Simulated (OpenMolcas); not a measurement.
Levels of Ni⁴⁺ by method

```yaml
Program: OpenMolcas 26.06
Basis: ANO-RCC-VQZP [7s6p4d3f2g1h]
Scalar_Hamiltonian: DKH2, point nucleus
Active_space: 6 electrons in 10 orbitals (3d 4d)
State_averaging: 2S+1 = 5 even, 5 roots; 2S+1 = 3 even, 45 roots; 2S+1 = 1 even, 44 roots
Spin-orbit_coupling: RASSI with atomic mean-field integrals over the reference wave functions, term energies averaged over their components
```

Methods on the same reference wave functions:
A. CASSCF
B. SS-CASPT2, IPEA 0.25 Eh, imaginary shift 0.1 Eh (closed shells correlated: 3s 3p)
C. MS-CASPT2, IPEA 0.25 Eh, imaginary shift 0.1 Eh (closed shells correlated: 3s 3p)
D. XMS-CASPT2, IPEA 0.25 Eh, imaginary shift 0.1 Eh (closed shells correlated: 3s 3p)

Energies in cm-1 above 3d6 5D4, the measured ground level; measured values from Corliss and Sugar, J. Phys. Chem. Ref. Data 10, 197 (1981).

```tsv
Level	A	B	C	D	Measured
3d6 5D4	0.0	0.0	0.0	0.0	0.0
3d6 5D3	817	821	821	820	890
3d6 5D2	1380	1378	1378	1378	1490
3d6 5D1	1740	1732	1733	1734	1872
3d6 5D0	1916	1905	1906	1908	2058
3d6 3H6	29049	27670	27670	28320	27111
3d6 3H5	29441	28030	28030	28680	27578
3d6 3H4	29709	28240	28240	28890	27859
3d6 3P2(1)	31555	26520	26510	27290	26153
3d6 3F4(1)	33109	29610	29610	30340	29124
3d6 3F3(1)	33586	30010	30010	30750	29571
3d6 3F2(1)	33947	30320	30320	31070	29899
3d6 3P1(1)	34043	29020	29000	29780	28698
3d6 3P0(1)	35012	29990	29970	30750	29640
3d6 3G5	36652	33810	33810	34470	33256
3d6 3G4	37448	34550	34550	35210	34062
3d6 3G3	37744	34830	34830	35490	34416
3d6 1I6	43788	42050	42050	42640	41252
3d6 1G4(1)	46345	43260	43260	43490	42208
3d6 3D1	47156	42190	42190	42890	
3d6 3D2	47200	42190	42200	42890	
3d6 3D3	47455	42480	42480	43180	41920
3d6 1S0	53657	48580	48570	49460	47700
3d6 1D2	57430	49850	49850	49930	48607
```

Deviations, from unrounded energies. A percentage is the sum of absolute deviations over the sum of measured energies, with the sign that they share, or ± where signs differ.

```tsv
Against measurement	Levels	A	B	C	D
mean absolute deviation (cm-1)	21	3400	490	480	1000
fine structure of the ground term (%)	4	-7.2	-7.5	-7.4	-7.4
other terms of the ground configuration (%)	17	+12.2	+1.7	+1.7	+3.6
```

B, C lie about equally close to measurement and A furthest from it. The largest miss of C in the table is 3d6 1D2, by +1200 cm-1. The ranking rests on the paired levels alone, and a cruder setting can come out closer through cancelling errors.

Among B to D the level of the table that moves most is 3d6 1S0, by 890 cm-1 (lowest in C, highest in D). Moves below CASPT2's spread within the term are not significant.

The mean deviations of B to D differ by less than CASPT2's widest spread within a term (860 cm-1), so their order carries little weight.

From A to B the spin-free energies of the other terms of 3d6 shown, above 5D, scale by factors of 0.84 to 0.96, as is usual when dynamic correlation screens the repulsion within a d or f shell.

The lowest spin-free term lies below A's lowest term by 0.476 hartree in B, 0.476 hartree in C, 0.480 hartree in D.

CASPT2 does not keep the components of a term degenerate, so their means are used; among the terms shown or strongly mixed into the levels shown the widest spread is 860 cm-1 (3d6 1I, C). Active for correlation alone: 4d; no level in the range computed is led by a configuration that fills it, so any true level of that kind is missing. The CASPT2 spread within a term exceeds the gap to the next term for 3d6 1I and 3d6 3D, so the order of their levels is uncertain (figures for C; the like holds for D). Without dynamic correlation excited terms often stand tens of per cent too high (terms of higher spin than the ground term too low), and those without a measured partner can miss by more than the paired ones (holds for A). Measured partners are found by configuration, term and J. A level has none where our copy of the source lacks it or the pairing is in doubt (some pairs that miss far off the trend of their configuration count as doubtful), and it then counts in no deviation. Only configurations of the active space appear. Levels that lie high or do not pair safely by name in every column are left out.

A number in round brackets counts repeated terms of one configuration in the order of the reference energies.
